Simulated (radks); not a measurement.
These are the eigenvalues of the occupied orbitals of an atom or ion with whole-number occupations (eV). Calculated with a radial shooting solver on a logarithmic mesh with Libxc functionals: Dirac Kohn-Sham, PBE, spin-unpolarised, spherical densities, finite nucleus; Fermi nuclear charge, rms radius of each element as measured or else 0.836 A^(1/3) + 0.57 fm.

orbital  eigenvalue
1s1/2     -87925.05
2s1/2     -15720.20
2p1/2     -15103.67
2p3/2     -12914.40
3s1/2     -3779.067
3p1/2     -3499.245
3p3/2     -3010.796
3d3/2     -2548.304
3d5/2     -2444.346
4s1/2     -861.4234
4p1/2     -740.0082
4p3/2     -620.4505
4d3/2     -422.0618
4d5/2     -399.7439
5s1/2     -151.2989
4f5/2     -142.9627
4f7/2     -137.9316
5p1/2     -109.8497
5p3/2      -87.5208
5d3/2      -30.3676
5d5/2      -27.7747
6s1/2      -19.1811
6p1/2      -11.2277
6p3/2       -9.3770

Which element is it, and in what charge state? The configuration may be excited. Open shells, if any, are shared by 2j + 1.

Answer. Z = 82, lead, charge +1: Pb+ in [Hg] 6p1. The list shows which subshells hold electrons but not how many an open one holds; the 1s level, -3231.2 hartree, gives Z - s = 80.4 by -(Z - s)^2/2, which with screening and relativity narrows Z to a few neighbours, and the depths of the outer levels then fix element, charge and occupations together.
